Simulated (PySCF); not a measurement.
```xyz
6
charge 0 multiplicity 1, angstrom
Co    0.0000    0.0000   -0.0577
F     0.0000    0.0000    1.7169
F     0.0000    0.0000   -1.7864
F     1.6523    0.0000    0.0787
F    -0.8261    1.4309    0.0787
F    -0.8261   -1.4309    0.0787
```

All numbers come from PBE0 in PySCF with Co def2-SVP, F def2-SVP; no relativity; density-fitted integrals.

This geometry of CoF5 is a stationary point at this level.

(1) What is the point group?

(2) Is it a minimum?

(3) List the harmonic modes with their infrared intensities.

Answers

(1) C3v.

(2) Yes: all harmonic wavenumbers are real.

(3) 
| symmetry | ω (cm⁻¹) | IR (km/mol, summed over degenerate members) | type |
| --- | --- | --- | --- |
| e | 150 | 0.0 | bend |
| e | 235 | 13.7 | bend |
| a1 | 269 | 8.0 | bend |
| e | 336 | 3.9 | bend |
| a1 | 568 | 1.0 | stretch |
| a1 | 659 | 5.1 | stretch |
| a1 | 698 | 114 | stretch |
| e | 789 | 109 | stretch |

Stability towards spin polarisation was not tested. This need not be the most stable arrangement of these atoms.
